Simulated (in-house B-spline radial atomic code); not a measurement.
A fraction x of an electron is removed from 5p in Xe III (Xe2+), starting from [Kr] 4d10 5s2 5p4 and keeping the highest spin. Level of theory: non-relativistic LC-wPBE, spin-polarised, spherical fractional occupations, point nucleus; calculated with a radial B-spline atomic code at the basis-set limit.

Caution: exact exchange at fractional occupations of open shells leaves self-interaction of up to several eV.

```tsv
x	E(x) - E(0) (eV)	5p down level (eV)
0	0.0000	-24.435
0.11	2.7272	-25.150
0.22	5.5332	-25.868
0.31	7.8880	-26.459
0.42	10.8383	-27.182
0.5	13.0340	-27.710
0.55	14.4282	-28.040
0.7	18.7095	-29.030
0.78	21.0532	-29.558
0.97	26.7884	-30.809
1	27.7156	-
```

The exact functional would give a straight line between the two integer points. Deviations E(x) - E(0) - x[E(1) - E(0)], in eV: -0.322 at x = 0.11, -0.564 at x = 0.22, -0.704 at x = 0.31, -0.802 at x = 0.42, -0.824 at x = 0.5, -0.815 at x = 0.55, -0.691 at x = 0.7, -0.565 at x = 0.78, -0.096 at x = 0.97.

The curve lies below the straight line by up to 0.824 eV (at x = 0.5): convex, the delocalisation error, to which spherically averaged exact exchange adds.

**Question.** How well does Slater's transition state (minus the level at half occupation) give the ionisation energy?

**Answer.** It gives 27.710 eV against 27.716 eV from the two total energies; NIST lists 31.05 eV, ground level to ground level. The end point has an open shell averaged over its orbitals, so its exact exchange keeps a self-interaction and this is no true integer point.
